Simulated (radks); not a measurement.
Values are calculated unless marked as measured or tabulated.
Q: These are the eigenvalues of the occupied orbitals of an atom or ion with whole-number occupations (eV). Level of theory: scalar-relativistic Kohn-Sham, r2SCAN, spin-polarised, spherical densities, finite nucleus; meta-GGA in the generalised Kohn-Sham scheme; Fermi nuclear charge, rms radius of each element as measured or else 0.836 A^(1/3) + 0.57 fm (a radial shooting solver on a logarithmic mesh with Libxc functionals).

1s up: -17287.29
1s down: -17262.95
2s up: -3889.956
2s down: -3849.820
2p up: -3722.743

Which element is it, and in what charge state? The configuration may be excited. Open shells, if any, are filled with parallel spins first.

A: Z = 37, rubidium, charge +31: Rb31+ in [He] 2s2 2p2. The list shows which subshells hold electrons but not how many an open one holds; the 1s level, -635.3 hartree, gives Z - s = 35.6 by -(Z - s)^2/2, which with screening and relativity narrows Z to a few neighbours, and the depths of the outer levels then fix element, charge and occupations together.
